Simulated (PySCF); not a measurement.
## Does the structure fit the spectrum?

A compound C₆H₁₁BO₂ gives the data below (simulated from a calculation) and was assigned the structure `CC(C)C1=CO[BH2-][O+]=C1`.

¹³C{¹H} NMR (computed): δ 207.6 (C), 185.6 (CH), 101.8 (CH), 40.0 (CH), 21.7 (CH3, 2C).

¹H NMR (600 MHz, computed): δ 7.68 (d, 1H), 5.54 (d, 1H), 3.72 (br, 2H), 2.30 (sept, 1H), 1.14 (d, 6H).

Calculated, not measured (PySCF 2.14): geometry from PBE0-D3(BJ)/def2-SVP, NMR shieldings at PBE0/pcSseg-1/GIAO. Relativity neglected, no solvent model, rapidly exchanging positions averaged, a single conformation.

δ = σ(ref) − σ, references computed at the same level: TMS for ¹H (σref 31.27), ¹³C (σref 184.41).

Task: Compare with the shifts computed for the proposed structure, pairing carbons in order of shift.

Result: Atom-mapped SMILES (the numbers label the heavy atoms): `[CH3:1][CH:2]([CH3:3])[C:4]1=[CH:5][O:6][BH2-:7][O+:8]=[CH:9]1`. Each H is labelled by its parent atom.

```tsv
atom	computed for proposal	given list	difference
C5	186.4	207.6	-21.2
C9	186.4	185.6	+0.8
C4	126.3	101.8	+24.5
C2	29.6	40.0	-10.4
C1	26.2	21.7	+4.5
C3	26.2	21.7	+4.5
```

The rms difference is 14.1 ppm and the largest +24.5 ppm at C4 (β carbon of an enol-ether or enamine type C=C). The proposal also would give 4 carbon signals, not 5. The carbon types in order of shift don't match either: CH, CH, C, CH, CH3, CH3 for the proposal against C, CH, CH, CH, CH3, CH3 in the data. The proposal doesn't fit.

Task: Which isomer fits?

Result: SMILES [O+]1=C(C(C)C)C=CO[BH2-]1.

δC 207.6: ketone carbonyl carbon; the double bond to the heteroatom, with no lone-pair donor beside it, deshields it most. δC 185.6: alkene carbon bearing oxygen; an sp2 carbon further deshielded by the attached heteroatom. δC 101.8: β carbon of an enol-ether or enamine type C=C; the O or N lone pair pushes π density onto this β carbon and shields it. δC 40.0: sp3 CH α to a carbonyl; the adjacent C=O deshields it moderately.

Other isomers checked: C=C(C)[C@H]1CCOBO1 (rms 38.9 ppm).

The data come from this structure; uniqueness wasn't tested.

Hydrogens on boron are broadened and split by ¹¹B (spin 3/2, 80 %) and 10B (spin 3). Shifts are as computed. Against solution values, carbons near 30 ppm lie about +2 ppm off and those near 130 ppm about +5 ppm. Of 1309 compounds with measured shifts, 239 miss one by over three times the rms of a fit or turn the order of signals round; such compounds aren't used in these exercises. Multiplicities follow the n + 1 count of equivalent neighbours, as no J values were calculated; m marks all less simple cases, F and P coupling included.
